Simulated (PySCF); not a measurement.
AsGa (SMILES [Ga]=[As]), triplet, geometry from GFN2-xTB (such geometries of metal compounds can be far from the true shape). Base run: PySCF with MN15/6-31G*.

Input for PySCF:
```python
from pyscf import gto, scf, dft

mol = gto.Mole()
mol.atom = '''
    Ga   -0.00000000   -0.00000000   -1.21454477
    As    0.00000000    0.00000000    1.14093600
'''
mol.basis = '6-31g*'
mol.spin = 2
mol.verbose = 4
mol.build()

mf = dft.UKS(mol)
mf.xc = 'mn15'
mf.kernel()
```

Each row names what was changed in the base input (with any setting that the change needs).

| change | ΔE vs base (µEh) | grid points | electrons on the grid |
|---|---|---|---|
| base | 0.0 | 41328 | 64.00000 |
| grids.atom_grid = (50, 194) | -1297 | 12344 | 64.00005 |
| grids.prune = off | -0.1 | 78120 | 64.00000 |
| grids.level = 4 | 6.0 | 60568 | 64.00000 |
| grids.radi_method = gauss_chebyshev | -6.2 | 40528 | 64.00000 |
| grids.atom_grid = (75, 302) | 73.4 | 26368 | 64.00000 |
| grids.level = 2 | 73.4 | 26368 | 64.00000 |
| grids.level = 1 | -1185 | 14752 | 64.00006 |
| grids.becke_scheme = stratmann | -1.1 | 41328 | 64.00000 |
| grids.radi_method = delley | 1311 | 41064 | 64.00000 |
| grids.level = 7 | 5.3 | 175096 | 64.00000 |

Open shells are given as the SCF converged; they aren't shown to be the lowest states, and a large step between rows can be another state.
